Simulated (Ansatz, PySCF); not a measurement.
Reaction (SMILES): CCCCCCO + 6 [H][H] (H2) -> 6 C (CH4) + O (H2O)
Each molecule is optimised on its own at B3LYP-D3(BJ)/def2-TZVP (Ansatz, a quantum-chemistry and plane-wave program), one conformer each, not searched for the lowest.
Geometry of the first species:
SMILES: C(CCCC)CO
```xyz
21

C      3.8070    -0.0284     0.1089
C      2.4584    -0.7376     0.0279
C      1.2737     0.2249     0.0534
C     -0.0804    -0.4745    -0.0274
C     -1.2626     0.4911     0.0037
C     -2.6062    -0.2167    -0.0872
O     -3.7154     0.6725     0.0000
H      3.9393     0.6608    -0.7287
H      3.8899     0.5535     1.0301
H      4.6351    -0.7391     0.0888
H      2.4142    -1.3380    -0.8867
H      2.3652    -1.4440     0.8592
H      1.3659     0.9328    -0.7781
H      1.3163     0.8260     0.9685
H     -0.1703    -1.1826     0.8037
H     -0.1221    -1.0745    -0.9433
H     -1.2404     1.0833     0.9231
H     -1.1743     1.2004    -0.8285
H     -2.7241    -0.9088     0.7487
H     -2.6565    -0.8093    -1.0105
H     -3.6542     1.3069    -0.7222
```

Property: energy of full hydrogenation (enthalpy at 298 K, with B3LYP-D3(BJ) rigid-rotor harmonic-oscillator terms from PySCF), in kcal/mol. Cores are frozen in the correlated levels unless marked. No spin-orbit coupling. Non-relativistic. CBS marks a two-point X^-3 extrapolation of the correlation energy; Hartree-Fock from the larger set. The bracket is a focal-point correction in the basis named.

```
level                                                                 program  energy of full hydrogenation (kcal/mol)
-------------------------------------------------------------  --------------  ---------------------------------------
HF/STO-3G                                                              Ansatz                                    -90.0
HF/cc-pVDZ                                                             Ansatz                                   -108.7
PBE-D3(BJ)/def2-TZVPD                                          Ansatz + dftd3                                    -85.5
revPBE-D4/def2-TZVPD                                           Ansatz + dftd4                                    -78.9
revPBE/def2-TZVPD                                                      Ansatz                                    -95.6
B3LYP-D4/def2-TZVPD                                            Ansatz + dftd4                                    -91.0
PBE0/STO-3G                                                            Ansatz                                    -67.5
PBE0/6-31G*                                                            Ansatz                                    -89.1
PBE0-D3(BJ)/def2-TZVP                                          Ansatz + dftd3                                    -87.9
PBE0-D3(BJ)/def2-TZVPD                                         Ansatz + dftd3                                    -89.1
CAM-B3LYP-D4/def2-TZVPD                                        Ansatz + dftd4                                    -92.2
LC-wPBE-D3(BJ)/def2-TZVPD                                      Ansatz + dftd3                                    -88.5
LC-wPBE/def2-TZVPD                                                     Ansatz                                    -93.9
B2GP-PLYP/def2-TZVPD                                                   Ansatz                                    -91.9
MP2/6-31G                                                              Ansatz                                    -84.8
SCS-MP2/6-31G*                                                         Ansatz                                    -78.8
SCS-MP2/aug-cc-pVDZ                                                    Ansatz                                    -87.1
CCSD/aug-cc-pVDZ                                                       Ansatz                                    -91.2
CCSD(T)/cc-pwCVTZ                                                      Ansatz                                    -88.6
RI-MP2/CBS(aug-cc-pVTZ,aug-cc-pVQZ)+[CCSD(T)-MP2]/aug-cc-pVDZ          Ansatz                                    -88.1
RI-MP2/CBS(aug-cc-pVTZ,aug-cc-pVQZ)+[CCSD(T)-MP2]/aug-cc-pVTZ          Ansatz                                    -88.4
```
